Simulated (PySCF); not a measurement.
Species: C₄H₉BN₂.
SMILES: `CC#CB(N)NC`

Vertical excitations from PySCF (density fitting, frozen core in the response, grid level 2 and gas phase unless stated; continuum runs use non-equilibrium linear response for the excitations) on a GFN2-xTB geometry. Reference run:

```json
{"settings": "B97-D/STO-3G, TDA, 6 singlets", "S1, eV (f)": "6.75 (0.170)", "S2, eV (f)": "6.88 (0.001)", "S3, eV (f)": "6.89 (0.001)", "S4, eV (f)": "7.46 (0.149)", "S5, eV (f)": "8.02 (0.001)", "S6, eV (f)": "9.07 (0.136)", "T1, eV (Tamm–Dancoff)": "5.11", "mean α (au)": "39.5"}
```

Problem. What do these settings give: B3LYP/6-31G*, full TDDFT, 25 singlets?

Solution. 
```csv
settings,"S1, eV (f)","S2, eV (f)","S3, eV (f)","S4, eV (f)","S5, eV (f)","S6, eV (f)","T1, eV (Tamm–Dancoff)",mean α (au)
"B3LYP/6-31G*, full TDDFT, 25 singlets",5.92 (0.000),6.11 (0.127),6.33 (0.065),6.50 (0.000),6.68 (0.000),6.97 (0.001),4.95,65.8
```

S1 moves by -0.83 eV; functional, basis and response scheme change together, so the shift can't be laid on one. States are counted by energy in each run and needn't keep their character from row to row.

All basis functions are spherical, in the Pople sets too.

Problem. Which orbital pairs make up S1 in each run, and how does it sit against the orbital gap?

Solution. 
| settings | S1 configurations (weight) | S1 (eV) | orbital gap (eV) | S1 − gap (eV) |
| --- | --- | --- | --- | --- |
| B97-D/STO-3G, TDA, 6 singlets | H→L 0.89, H→L+2 0.08 | 6.75 | 5.47 | +1.28 |
| B3LYP/6-31G*, full TDDFT, 25 singlets | H−2→L 0.98 | 5.92 | 6.64 | -0.72 |

The values belong to the conformer `[CH3:1][C:2]#[C:3][B:4]([NH2:5])[NH:6][CH3:7]`: C3–B4–N6–C7 0°, H–N5–B4–C3 0°, H–N5–B4–C3 180°.
